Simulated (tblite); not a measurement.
Species: C6H11F3NP.
Bonds: C1–C2 (double), C2–P3, P3–C4, C4–N5, N5–C6, N5–C7, P3–C8, C8–F9, C8–F10, C8–F11. Hydrogens: H12, H13 on C1; H14 on C2; H15, H16 on C4; H17, H18, H19 on C6; H20, H21, H22 on C7.

Computed geometry: GFN2-xTB, gas phase.

Question: List the bond lengths, angles and torsions at this level.

Answer: 
```json
{"bond": "C1=C2", "length (Å)": "1.324"}
{"bond": "C2–P3", "length (Å)": "1.817"}
{"bond": "P3–C4", "length (Å)": "1.870"}
{"bond": "C4–N5", "length (Å)": "1.445"}
{"bond": "N5–C6, N5–C7", "length (Å)": "1.448"}
{"bond": "P3–C8", "length (Å)": "1.893"}
{"bond": "C8–F9, C8–F10, C8–F11", "length (Å)": "1.343"}
{"bond": "C1–H12", "length (Å)": "1.078"}
{"bond": "C1–H13", "length (Å)": "1.078"}
{"bond": "C2–H14", "length (Å)": "1.085"}
{"bond": "C4–H15", "length (Å)": "1.095"}
{"bond": "C4–H16", "length (Å)": "1.107"}
{"bond": "C6–H17, C7–H21", "length (Å)": "1.100"}
{"bond": "C6–H18 and 3 like bonds", "length (Å)": "1.090"}
```

Bonds in one row agree within 0.01 Å and their mean is given. A selection of angles:
```json
{"angle": "C1–C2–P3", "degrees": "123.6"}
{"angle": "C2–P3–C4", "degrees": "101.0"}
{"angle": "C2–P3–C8", "degrees": "94.5"}
{"angle": "C4–P3–C8", "degrees": "94.1"}
{"angle": "P3–C4–N5", "degrees": "109.5"}
{"angle": "C4–N5–C6", "degrees": "111.7"}
{"angle": "C6–N5–C7", "degrees": "111.6"}
{"angle": "P3–C8–F9", "degrees": "111.0"}
{"angle": "P3–C8–F11", "degrees": "114.4"}
{"angle": "F9–C8–F10", "degrees": "107.1"}
{"angle": "F9–C8–F11", "degrees": "106.2"}
```

Torsions: C1–C2–P3–C4 -43° (synclinal); C2–P3–C4–N5 79° (synclinal); P3–C4–N5–C6 -165° (antiperiplanar); C2–P3–C8–F9 171° (antiperiplanar). The mirror-image conformer, all signs reversed, is as good.

P3 (phosphine phosphorus) is pyramidal (angles 101.0°, 94.5° and 94.1°, sum 289.5°, 0.94 Å off the plane of its three neighbours). Of the pairs four or more bonds apart, N5···H13 is among the closest relative to their van der Waals radii: 2.43 Å, 88 % of the sum of Bondi's values. The C–P distances run from 1.817 Å (C2–P3, drawn single) to 1.893 Å (P3–C8, drawn single), a spread of 0.076 Å. N5 (tertiary amine nitrogen) is pyramidal (angles 111.7°, 111.6° and 111.5°, sum 334.8°, 0.43 Å off the plane of its three neighbours).

Point group: C1 (no symmetry element, even within 0.4 Å). Its GFN2-xTB frequencies are all real (lowest 38 cm⁻¹). One conformer, not necessarily the lowest.
